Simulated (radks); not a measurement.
Values are calculated unless marked as measured or tabulated.
Problem. The rhodium ion Rh10+ is in [Ar] 3d10 4s2 4p(1/2: 2, 3/2: 3). Code: a radial shooting solver on a logarithmic mesh with Libxc functionals. Model: Dirac Kohn-Sham, BLYP, spin-unpolarised, spherical densities, finite nucleus; Fermi nuclear charge, rms radius of each element as measured or else 0.836 A^(1/3) + 0.57 fm. Sub-shells are occupied by j as written (lower j first in brackets). One electron is removed from 3d5/2, 4s1/2, 4p1/2, 4p3/2 in turn, with full relaxation. Which removal costs least, and what does each cost?

Solution. 4p3/2 230.27 eV; 4p1/2 235.57 eV; 4s1/2 268.10 eV; 3d5/2 516.06 eV. The 4p3/2 electron leaves first.
